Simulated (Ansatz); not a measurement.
Total energies of CdCl₂ (the lowest singlet isomer of a short search) from Ansatz at r2SCAN-D4/def2-TZVP, gas phase (1 Eh = 27.2114 eV = 2625.5 kJ/mol). The reference geometry is relaxed at r2SCAN-D4/def2-TZVP.

```xyz
3

Cd   -0.004    0.000   -0.004
Cl   -1.654    0.473    1.470
Cl    1.658   -0.473   -1.465
```

| state | geometry | energy (Eh) |
| --- | --- | --- |
| charge 0 singlet | reference | -1088.28861 |
| charge 1 doublet | reference | -1087.89161 |
| charge 0 triplet | relaxed at r2SCAN-D4/def2-TZVP | -1088.18220 |
| charge 0 quintet | relaxed at r2SCAN-D4/def2-TZVP | -1087.94449 |
| free Cd atom (singlet) | – | -167.83561 |
| free Cl atom (doublet) | – | -460.11688 |

In the def2 sets Cd takes a core potential; there is no spin–orbit coupling.

(1) Work out the vertical ionisation energy to the doublet.

(2) Which of the charge 0 states is lowest, and how far above it are the others?

(3) What is the binding energy per atom against free atoms?

(1) E(charge 1 doublet) − E(charge 0 singlet) = -1087.89161 − (-1088.28861) = 0.39700 Eh = 10.80 eV. For comparison, −ε of the highest occupied level is 7.86 eV at this level, 2.94 eV less.

(2) The singlet. triplet: -1088.18220 − (-1088.28861) = 0.10641 Eh = 279.4 kJ/mol; quintet: -1087.94449 − (-1088.28861) = 0.34412 Eh = 903.5 kJ/mol.

(3) Atoms: 1 × (-167.83561) + 2 × (-460.11688) = -1088.06937 Eh. Binding: -1088.06937 − (-1088.28861) = 0.21924 Eh = 5.97 eV, or 1.99 eV for each of 3 atoms (no zero-point energy, no counterpoise term).

The structure comes from a short search, and lower isomers may exist.
